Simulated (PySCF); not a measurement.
C2H6GeO3, SMILES [OH][Ge]([OH])([CH]=C)[OH] (connectivity only; charge and spin as stated), charge -1, multiplicity 2.

Coordinates come from a PBE0-D3(BJ)/def2-SVPD optimisation. Other conformers were not sampled.

Two levels are set side by side: PBE/def2-SVPD (PySCF) and r2SCAN/def2-SVPD (PySCF). Same geometry, gas phase. Differences are taken from unrounded values.

```tsv
quantity	r2SCAN	PBE	PBE minus r2SCAN
α-spin orbital gap (eV)	2.40	1.90	-0.49
β-spin orbital gap (eV)	4.37	3.63	-0.74
mean polarisability (bohr³)	100.5	109.9	9.4
```

Rough cost on one machine, each run with all the roots and properties that it gave: r2SCAN against PBE about 2 times.
